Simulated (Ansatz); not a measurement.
Relaxation of C₂H₆GeS (10 atoms, charge 0, multiplicity 1), to a largest force component of 0.015 eV/Å in at most 40 steps.

Level of theory: RKS r2SCAN/def2-SVP (Ansatz).

```xyz
10
Properties=species:S:1:pos:R:3
C -0.657 0.246 -1.092
C -0.392 -0.558 0.121
S 0.976 -1.629 -0.131
Ge 1.020 0.220 1.249
H -1.243 -0.337 -1.867
H -1.358 1.155 -0.807
H 0.244 0.697 -1.569
H -1.205 -1.007 0.644
H 0.914 -0.206 2.783
H 1.785 1.367 0.672
```

Where does it end, and by what steps?

It converged. After 6 steps the energy has fallen by 0.552 eV; H10 moved furthest, 0.23 Å.

```
step  energy less start (eV)  largest force component (eV/Å)  accepted
   0                  0.0000                           2.808       yes
   1                 -0.4697                           0.877       yes
   2                 -0.5356                           0.378       yes
   3                 -0.5419                           0.321       yes
   4                 -0.5511                           0.082       yes
   5                 -0.5516                           0.019       yes
   6                 -0.5517                           0.010       yes
```

```xyz
10
Properties=species:S:1:pos:R:3
C -0.753 0.297 -1.143
C -0.386 -0.463 0.108
S 1.055 -1.662 -0.043
Ge 1.052 0.110 1.275
H -1.183 -0.381 -1.900
H -1.505 1.072 -0.919
H 0.124 0.784 -1.595
H -1.238 -0.934 0.618
H 0.994 -0.155 2.778
H 1.924 1.281 0.826
```

Whether the end is a true minimum wasn't checked by a vibrational analysis.

The run took 20 s on 2 threads of Intel(R) Xeon(R) Platinum 8488C (Sapphire Rapids), with other jobs on the host, peak memory 0.19 GiB.
